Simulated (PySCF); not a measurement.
Compound: C₃H₁₃NSi₂.
Atom-mapped SMILES: `[CH3:1][NH:2][SiH2:3][CH2:4][CH2:5][SiH3:6]` (hydrogens: H7, H8, H9 on C1; H10 on N2; H11, H12 on Si3; H13, H14 on C4; H15, H16 on C5; H17, H18, H19 on Si6)

Structure optimised with GFN2-xTB, isolated species.

(1) List the bond lengths, angles and torsions at this level.

Answers

(1) 
```csv
bond,length (pm),order
C1–N2,144.1,single
N2–Si3,171.7,single
Si3–C4,189.6,single
C4–C5,152.7,single
C5–Si6,190.0,single
"C1–H7, C1–H8, C1–H9",109.2,single
N2–H10,100.9,single
Si3–H11,147.7,single
Si3–H12,146.8,single
"C4–H13, C4–H14",109.1,single
"C5–H15, C5–H16",109.2,single
"Si6–H17, Si6–H18, Si6–H19",146.5,single
```

Bonds in one row agree within 1 pm and their mean is given. Orders are formal, as drawn. A selection of angles:
```csv
angle,degrees
N2–C1–H7,110.3
N2–C1–H9,112.6
H7–C1–H8,108.7
H7–C1–H9,108.5
C1–N2–Si3,122.3
C1–N2–H10,111.5
Si3–N2–H10,118.7
N2–Si3–C4,106.8
N2–Si3–H11,115.5
N2–Si3–H12,105.8
C4–Si3–H11,109.0
C4–Si3–H12,111.7
H11–Si3–H12,108.1
Si3–C4–C5,111.5
Si3–C4–H13,110.6
Si3–C4–H14,110.1
C5–C4–H13,109.0
H13–C4–H14,106.4
C4–C5–Si6,112.8
C4–C5–H15,109.0
Si6–C5–H15,109.8
H15–C5–H16,105.9
C5–Si6–H17,109.5
H17–Si6–H18,109.4
```

Dihedral angles: C1–N2–Si3–C4 179° (antiperiplanar); N2–Si3–C4–C5 -171° (antiperiplanar); Si3–C4–C5–Si6 180° (antiperiplanar). The mirror-image conformer, all signs reversed, is as good.

Si6 (SiH3 silicon) is tetrahedral (angles from 108.9° to 109.9°). Si3 (SiH2 silicon) is distorted tetrahedral (angles from 105.8° to 115.5°). N2 (silicon-bound nitrogen) has angles 122.3°, 118.7° and 111.5°, sum 352.5°, 0.21 Å off the plane of its three neighbours.

Not checked by GFN2-xTB frequencies. The numbers are those of one conformer.

All values are computed, not measured.
